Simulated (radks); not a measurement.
Values are calculated unless marked as measured or tabulated.
Orbital eigenvalues (eV) of the tellurium ion Te+, [Kr] 4d10 5s2 5p3, at several levels of relativity; Dirac values are averaged over j with weights 2j + 1. Spin-unpolarised spherical Kohn-Sham, BLYP, point nucleus unless stated (finite: rms radius 4.7423 fm), a radial shooting solver on a logarithmic mesh with Libxc functionals. A level marked "c x" has the speed of light scaled by that factor and shares open shells by 2j + 1; other Dirac levels either fill j = l - 1/2 first or share by 2j + 1.

shell,non-rel.,scalar-rel.,"scalar-rel., finite nucleus","Dirac, 2j+1 shares","change of magnitude, last against first (%)"
1s,-30410,-31643,-31641,-31621,+3.98
2s,-4558.3,-4860.0,-4859.8,-4855.0,+6.51
2p,-4278.3,-4364.0,-4364.0,-4366.5,+2.06
3s,-911.60,-974.03,-973.98,-973.06,+6.74
3p,-794.58,-812.84,-812.84,-813.40,+2.37
3d,-577.08,-569.03,-569.03,-568.36,-1.51
4s,-160.74,-173.13,-173.11,-172.97,+7.61
4p,-120.46,-123.16,-123.16,-123.33,+2.38
4d,-52.429,-50.432,-50.433,-50.387,-3.89
5s,-22.032,-23.330,-23.329,-23.313,+5.81
5p,-13.546,-13.544,-13.544,-13.563,+0.12
